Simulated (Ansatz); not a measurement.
Harmonic frequencies (cm⁻¹) at PBE0-D4/def2-TZVP from Ansatz: 174, 180, 200, 224, 247, 413, 463, 509, 565, 623, 672, 684, 729, 1036, 1547, 3562, 3653, 3677.

Each molecule was computed in one conformer, which needn't be the lowest.

(1) Which molecule is it?
A. `[NH]=[Nb]([NH2])([F])[F]`
B. `[NH2][Nb]([NH2])(=[O])[F]`
C. `[CH3][Nb]([OH])([F])=[S]`
D. `[NH2][Nb]([OH])([F])=[S]`

Answers

(1) A.
